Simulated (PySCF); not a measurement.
Cartesian coordinates (Å):
SMILES: C=C=CN
```xyz
9

C      1.8548    -0.0913    -0.2874
C      0.6193     0.1787     0.0205
C     -0.6206     0.4851     0.2983
N     -1.7639    -0.1980    -0.1293
H      2.3050     0.2662    -1.2111
H      2.4913    -0.6844     0.3654
H     -0.8208     1.3930     0.8617
H     -2.4945    -0.2264     0.5660
H     -1.5707    -1.1227    -0.4842
```
Charge 0, spin multiplicity 1.

Question: Predict the HOMO, dipole moment and HOMO–LUMO gap from PySCF with PBE-D3(BJ)/def2-TZVP // PBE0-D4/def2-TZVP.

Answer: 
* **HOMO**: -4.83 eV
* **dipole moment**: 1.44 D
* **HOMO–LUMO gap**: 3.98 eV
